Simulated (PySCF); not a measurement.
**Electron correlation in As⁺ (arsenic, charge +1)**

[Ar] 3d10 4s2 4p2, high-spin 3P determinant. Calculation: PySCF 2.14, in def2-SVP; no relativity, point nucleus. Frozen: [Ar] 3d10; 4 electrons correlated.

MP2 pair energies summed by pair of shells (mhartree):

```
 pair  energy  share (%)
4s-4p  -26.38       59.8
4s-4s  -13.29       30.1
4p-4p   -4.44       10.1
```

Total MP2 correlation energy: -44.11 mhartree.

Same-spin part -7.18 and opposite-spin part -36.93 mhartree; SCS-MP2 scales them by 1/3 and 6/5 to -46.71 mhartree.

| level | correlation energy (mhartree) |
| --- | --- |
| CCSD | -61.02 |
| (T) | -0.78 |
| CCSD(T) | -61.80 |

Diagnostics: T1 = 0.0070, D1 = 0.0193, largest double amplitude 0.100.

Question: Is a single reference adequate?

Answer: Mostly. T1 lies below 0.03, but a double amplitude of this size points to a near-degeneracy that CCSD handles and MP2 describes poorly.
